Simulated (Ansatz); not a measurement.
`[SiH3][OH+][InH3-]`. Total charge 0; spin multiplicity 1. In: def2 effective core potential.

```xyz
10

Si    1.1577   -1.0515    0.5303
O    -0.1149   -0.6534   -0.4874
In   -1.1583    1.5473   -0.4585
H     2.1207    0.0587    0.3938
H     1.7396   -2.3379    0.0723
H     0.6821   -1.1887    1.9272
H    -0.7795   -1.3262   -0.6542
H    -0.4554    2.1888   -1.8988
H    -0.4482    1.9160    1.0806
H    -2.7439    0.8469   -0.5054
```

List the harmonic frequencies (cm⁻¹, unscaled) at PBE0-D4/def2-TZVP in Ansatz. (Best estimate.)

The calculation gave: 40, 73, 107, 195, 223, 335, 388, 599, 606, 634, 698, 712, 833, 937, 945, 972, 978, 1774, 1783, 1810, 2239, 2252, 2289, 3893.

Is this a minimum?

Yes, all 24 modes are real.

Give the ideal-gas thermochemistry at 298.15 K and 1 bar (rigid rotor, harmonic oscillator; point group C1, symmetry number 1).

Zero-point energy 151.4 kJ/mol; H(298) − E = 174.7 kJ/mol; entropy 374.5 J/(mol·K), of which translation 172.6, rotation 111.9, vibration 90.0; G(298) − E = 63.0 kJ/mol. Modes under 100 cm⁻¹ are hindered rotations or soft bends, so the harmonic entropy is rough.
